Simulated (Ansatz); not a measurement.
Computed with Ansatz on PBE0-D4/def2-TZVP structures; ΔE is electronic, products minus reactants. CCSD(T)/CBS is the MP2 limit (def2-TZVPP, def2-QZVPP) plus CCSD(T) − MP2 in def2-TZVPP, frozen cores. This one scheme is used for every species. Triplets are unrestricted, without spin–orbit coupling. Each species was taken in one conformer, which may not be the lowest.

Reaction (formal loss of a carbene): `CNBOCF` → `NBOCF` + `[CH2]` (triplet)

```csv
level,ΔE (kJ/mol)
CCSD/def2-TZVPP,375.5
HF/CBS(def2),249.5
```

(1) What does CCSD(T)/CBS give? (An estimate is asked.)

Largest T1 diagnostic among the species: 0.012.

Answers

(1) The calculation gave: +397.4 kJ/mol. The listed levels differ from it by -21.9, -147.9 kJ/mol.

The D4 term adds +10.7 kJ/mol with B3LYP and +5.8 kJ/mol with PBE0; it sums over pairs of atoms, weighted by their polarisabilities, and B3LYP, whose exchange is more repulsive, gets the larger term. From PBE to PBE0 (25 % exact exchange), in def2-TZVPP and without D4, ΔE moves by −9.1 kJ/mol.

B3LYP here is the variant with VWN-RPA as its local correlation; programs differ in this.
